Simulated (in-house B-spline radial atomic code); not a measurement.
Atomic self-consistent-field run: Fe21+. Level of theory: scalar-relativistic (X2C) HSE06, spin-polarised, spherical fractional occupations, Fermi nucleus of rms radius 3.7377 fm; calculated with a B-spline radial code for spherical atoms.

Command:
```bash
python run_scf.py task.json out
```
Settings (nuclear radius in fm, mass in u):
```
Z                26
configuration    [He] 2s2 2p1
hamiltonian      x2c
method           hse06
spin_polarised   True
nucleus          fermi
rms_radius       3.7377
atomic_mass      55.93494
speed_of_light   137.035999084
```

Output (hartree, bohr):
```
 radial grid: 58 intervals, B-splines of order 8, outer radius 1.8433 bohr

 iter        energy (Eh)    residual
    1        -875.072961    2.33e+00
    2        -877.892400    4.55e-02
    3        -877.894681    2.20e-02
    4        -877.895218    1.07e-02
    5        -877.895379    3.49e-04
    6        -877.895379    1.35e-06
    7        -877.895379    2.95e-08

 total energy                      -877.89538
 kinetic                             893.6925
 electron-nucleus                  -1829.9299
 Hartree                              82.3327
 exact exchange                       -5.6805
 exchange-correlation                -18.3102

 orbital      occ     eigenvalue          <r>       <r^2>       <1/r>       r_max
 1s up      1.000      -304.5780    0.0578173  0.00449927     26.4276     0.03785
 1s down    1.000      -304.3038    0.0577611  0.00448954     26.4467     0.03783
 2s up      1.000       -67.0900     0.244606   0.0700619     6.17125      0.2105
 2s down    1.000       -66.5751     0.245408   0.0705242     6.14182       0.211
 2p up      1.000       -63.7651      0.21071   0.0536309     5.98601      0.1668
```

Time taken, with all properties: 0.19 s on 1 thread of Arm Neoverse V1 (shared host).

Caution: exact exchange at fractional occupations of open shells leaves self-interaction of up to several eV.

One-electron X2C: radii and densities carry no picture-change correction, so inner-shell <1/r> comes out high (for 1s by about 2 % at Z = 33, 5 % at 54, 10 % at 75, 30 % at 118) and <r> low.
